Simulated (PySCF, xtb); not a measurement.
C2H5NOSi, SMILES C#C[Si@H](N)O.

xtb 6.7.1 with GFN2-xTB at its own geometry gives an orbital gap of 5.21 eV and a dipole moment of 1.60 D.

The structure is a stationary point at B3LYP-D3(BJ)/def2-SVP. The structure was generated by enumeration; whether it is a known compound was not checked. The values are those of a single conformer.

### Question
What does PBE/def2-TZVP in PySCF give? (Estimate from the structure and the level; the computed values follow.)

### Answer
gap 5.14 eV (levels -6.21 and -1.07 eV), dipole 2.21 D.
